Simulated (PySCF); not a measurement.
Al(Me)2(SH) (C₂H₇AlS), SMILES [CH3][Al]([CH3])[SH].

Geometry: B3LYP-D3(BJ)/def2-SVP. The structure was generated by enumeration; whether it is a known compound was not checked. The values are those of a single conformer.

All values below come from C-PCM-PBE0/def2-SVP (PySCF).

The values are the electrostatic part of the solvation free energy, E(continuum) − E(gas) at the gas-phase geometry, in a cavity of scaled van der Waals radii (PySCF's table); cavitation and dispersion terms are not included. A continuum can't describe solvent molecules that bind to the metal. In vacuum the orbital gap is 6.95 eV. The dipole moment in vacuum is 1.77 D.

Computed values in water (ε = 78.36), n-hexane (ε = 1.88), benzene (ε = 2.27):
| solvent | ε | ΔG(elec) (kcal/mol) | dipole (D) | gap (eV) |
|---|---|---|---|---|
| water | 78.36 | -4.4 | 2.38 | 7.39 |
| n-hexane | 1.88 | -1.9 | 2.02 | 7.14 |
| benzene | 2.27 | -2.3 | 2.07 | 7.18 |
